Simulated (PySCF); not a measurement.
Dipole response of C- (carbon, charge -1)

[He] 2s2 2p3, high-spin 4S determinant. Computed with PySCF 2.14 in aug-cc-pVDZ (4s3p2d, 23 functions), with no relativity, point nucleus. Coupled (time-dependent) response in atomic units; α is the mean over directions. A double-zeta set is small for polarisabilities.

```tsv
method	mean α (bohr³)	C₆ (like pair)	S(−4)
UHF	31.19	200.7	725.9
wB97M-V	36.23	238.2	1171
```

S(−4) is the Cauchy moment in α(ω) = α(0) + S(−4) ω² + …

α(iu) at wB97M-V:

```tsv
u (hartree)	α(iu) (bohr³)
0	36.23
0.0500	33.64
0.100	28.47
0.200	20.05
0.300	14.97
0.500	9.122
0.750	5.413
1.00	3.502
1.50	1.771
2.00	1.056
3.00	0.4946
5.00	0.1853
```

For an ion, C₆ is the dispersion term alone; charge-induced terms of lower order in 1/R come first.
